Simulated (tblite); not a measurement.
Compound: C₆H₁₀BNO.
Atom-mapped SMILES: `[CH2:1]=[CH:2][CH2:3][C:4]#[C:5][B:6]([NH2:7])[O:8][CH3:9]` (hydrogens: H10, H11 on C1; H12 on C2; H13, H14 on C3; H15, H16 on N7; H17, H18, H19 on C9)

Computed with GFN2-xTB (tblite), gas phase: L-BFGS steps from a force-field or distance-geometry start until the largest atomic force falls under 0.01 eV/Å.

Step 30: E = -710.9631 eV
```
atom  x, y, z in Å  |  force x, y, z in eV/Å
C1     -3.7940    0.8165    0.3522    0.001  -0.030   0.059
C2     -2.8939   -0.0271   -0.1153    0.023   0.039  -0.103
C3     -1.7792    0.3946   -1.0318   -0.044   0.007   0.002
C4     -0.4953    0.1961   -0.3821   -0.152  -0.084  -0.102
C5      0.5423   -0.0805    0.1611    0.055  -0.009  -0.015
B6      1.8324   -0.6971    0.6956    0.060   0.024  -0.050
N7      1.6963   -1.6720    1.6932    0.095   0.061   0.102
O8      3.0767   -0.4435    0.1927    0.007   0.041   0.023
C9      3.3045    0.5558   -0.7661    0.044  -0.050  -0.011
H10    -3.7743    1.8664    0.0968   -0.023  -0.092   0.026
H11    -4.5798    0.4989    1.0166   -0.023   0.025  -0.007
H12    -2.9124   -1.0815    0.1446    0.011   0.164   0.003
H13    -1.7815   -0.2403   -1.9287   -0.049   0.124   0.013
H14    -1.9090    1.4419   -1.3260    0.048  -0.088   0.000
H15     0.8394   -1.7871    2.2015    0.003  -0.135  -0.037
H16     2.4725   -2.1904    2.0629    0.010   0.036   0.019
H17     2.9483    0.2557   -1.7585   -0.104  -0.032   0.075
H18     2.8130    1.4939   -0.4844    0.046  -0.044  -0.069
H19     4.3843    0.7090   -0.8315   -0.010   0.045   0.072
```

Step 31: E = -710.9680 eV
```
atom  x, y, z in Å  |  force x, y, z in eV/Å
C1     -3.7926    0.8157    0.3533   -0.025   0.004   0.048
C2     -2.8935   -0.0275   -0.1162   -0.020   0.023  -0.055
C3     -1.7814    0.3970   -1.0309   -0.060  -0.014  -0.007
C4     -0.4993    0.1947   -0.3844   -0.035  -0.077  -0.038
C5      0.5391   -0.0813    0.1583    0.061  -0.042  -0.042
B6      1.8301   -0.7002    0.6911    0.066   0.065   0.001
N7      1.6969   -1.6723    1.6921    0.099   0.029   0.119
O8      3.0785   -0.4380    0.2015    0.009   0.064  -0.014
C9      3.3082    0.5556   -0.7642   -0.024  -0.049  -0.026
H10    -3.7691    1.8646    0.0929   -0.043  -0.089   0.043
H11    -4.5813    0.5013    1.0166    0.003   0.027  -0.016
H12    -2.9106   -1.0802    0.1459    0.012   0.123   0.003
H13    -1.7805   -0.2340   -1.9278   -0.069   0.079  -0.052
H14    -1.9148    1.4422   -1.3221    0.058  -0.014  -0.017
H15     0.8384   -1.8025    2.1952    0.012  -0.111  -0.056
H16     2.4774   -2.1798    2.0699   -0.006   0.047  -0.006
H17     2.9440    0.2488   -1.7523   -0.062  -0.032   0.078
H18     2.8123    1.4950   -0.4909    0.084  -0.059  -0.050
H19     4.3884    0.7102   -0.8353   -0.059   0.027   0.087
```

Step 32: E = -710.9730 eV
```
atom  x, y, z in Å  |  force x, y, z in eV/Å
C1     -3.7916    0.8142    0.3557   -0.052   0.030   0.024
C2     -2.8942   -0.0275   -0.1177   -0.054   0.010   0.000
C3     -1.7847    0.3993   -1.0297   -0.035  -0.021  -0.026
C4     -0.5035    0.1909   -0.3875    0.098  -0.070   0.039
C5      0.5380   -0.0834    0.1514    0.016  -0.064  -0.074
B6      1.8285   -0.7022    0.6867    0.059   0.062   0.087
N7      1.6983   -1.6706    1.6936    0.065   0.067   0.056
O8      3.0805   -0.4307    0.2114    0.005   0.066  -0.032
C9      3.3109    0.5546   -0.7628   -0.067  -0.036  -0.021
H10    -3.7638    1.8601    0.0896   -0.063  -0.025   0.048
H11    -4.5844    0.5057    1.0165    0.020   0.009  -0.009
H12    -2.9079   -1.0769    0.1474    0.009   0.034   0.009
H13    -1.7793   -0.2255   -1.9278   -0.101   0.022  -0.122
H14    -1.9186    1.4428   -1.3179    0.060   0.066  -0.027
H15     0.8387   -1.8221    2.1882   -0.002  -0.082  -0.065
H16     2.4824   -2.1669    2.0755    0.047   0.016   0.008
H17     2.9365    0.2409   -1.7448   -0.004  -0.043   0.057
H18     2.8129    1.4962   -0.5005    0.096  -0.049  -0.013
H19     4.3915    0.7103   -0.8346   -0.094   0.009   0.062
```

Question: Estimate the geometry and energy of step 33. (The exact step hangs on the optimiser's Hessian estimate; all steps are aligned on step 32, rigid shifts and turns removed.)

Answer: E = -710.9770 eV, largest force 0.192 eV/Å
```
atom  x, y, z in Å  |  force x, y, z in eV/Å
C1     -3.7919    0.8131    0.3580   -0.050   0.039  -0.006
C2     -2.8958   -0.0274   -0.1184   -0.053   0.004   0.021
C3     -1.7879    0.4012   -1.0289    0.010  -0.014  -0.047
C4     -0.5063    0.1878   -0.3895    0.138  -0.061   0.062
C5      0.5386   -0.0876    0.1426   -0.007  -0.075  -0.071
B6      1.8281   -0.7025    0.6854    0.031   0.063   0.106
N7      1.6994   -1.6686    1.6951    0.042   0.053   0.067
O8      3.0819   -0.4245    0.2190   -0.002   0.046  -0.014
C9      3.3113    0.5530   -0.7620   -0.069  -0.020  -0.007
H10    -3.7603    1.8561    0.0877   -0.079   0.046   0.043
H11    -4.5872    0.5102    1.0166    0.011  -0.017   0.016
H12    -2.9048   -1.0743    0.1489   -0.001  -0.035   0.016
H13    -1.7785   -0.2181   -1.9298   -0.129  -0.005  -0.142
H14    -1.9204    1.4449   -1.3145    0.060   0.093  -0.023
H15     0.8378   -1.8419    2.1811    0.041  -0.048  -0.097
H16     2.4894   -2.1523    2.0808    0.042   0.007   0.010
H17     2.9305    0.2339   -1.7388    0.028  -0.058   0.019
H18     2.8148    1.4965   -0.5087    0.073  -0.015   0.021
H19     4.3914    0.7097   -0.8320   -0.084  -0.002   0.025
```

The energy changes by -0.0040 eV. The first-order estimate −F·Δx gives -0.0053 eV and the mean of the old and new forces, exact on a quadratic surface, -0.0040 eV. The step makes an angle of 69° with the force vector and moves no atom by more than 0.021 Å.

What follows is the cost of the whole relaxation. Time: 0.6 s. Hardware: one thread of an Arm Neoverse V2, shared host.
